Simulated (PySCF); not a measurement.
An unknown shows these calculated signals:

1H NMR (400 MHz, computed): δ 6.63 (m, 1H), 6.12 (m, 1H), 5.77 (m, 1H), 4.04 (m, 2H), 1.89 (m, 4H), 1.16 (m, 4H).

13C{1H} NMR (computed): δ 153.0 (CH), 134.3 (CH2), 33.3 (CH2), 8.9 (CH2).

- shieldings: GIAO PBE0/pcSseg-1
- coordinates at the GFN2-xTB level
- run in PySCF 2.14
- in vacuum, relativity neglected, one computed conformer, fast rotation and ring inversion assumed for equivalent nuclei

Referencing at the same level of theory: TMS for 1H (31.72 ppm), 13C (186.93 ppm).

Task: Which of these does the molecule contain: a vinyl group CH=CH2, an aldehyde, a Si–H bond, a CF3 group, a non-aromatic C=C double bond, a ketone?

Result: 
- A vinyl group CH=CH2: yes (δC 134.3, 153.0; δH 5.77 (m), 6.12 (m), 6.63 (m)).
- An aldehyde: no.
- A Si–H bond: yes (δH 4.04 (m)).
- A CF3 group: no.
- A non-aromatic C=C double bond: yes.
- A ketone: no.

The data belong to `C=CP1CC[SiH2]CC1`, C$_{6}$H$_{13}$PSi; they needn't prove each group on their own.

Carbon signals by region: 2 in the sp2 and nitrile region (100–160 ppm), 2 below 50 ppm.

Splittings by 31P in the carbon and heteronuclear signals aren't shown, as no couplings were computed. Shifts are as computed. Against solution values, carbons near 30 ppm lie about +3 ppm off and those near 130 ppm about +5 ppm. Of 1211 compounds with measured shifts, 218 miss one by over three times the rms of a fit or turn the order of signals round; such compounds aren't used in these exercises. No couplings were computed; multiplicities are counted from neighbouring protons, with m where these are inequivalent, close in shift, in a saturated or five-membered ring or joined by F or P, and br s for small geminal =CH2 splittings.
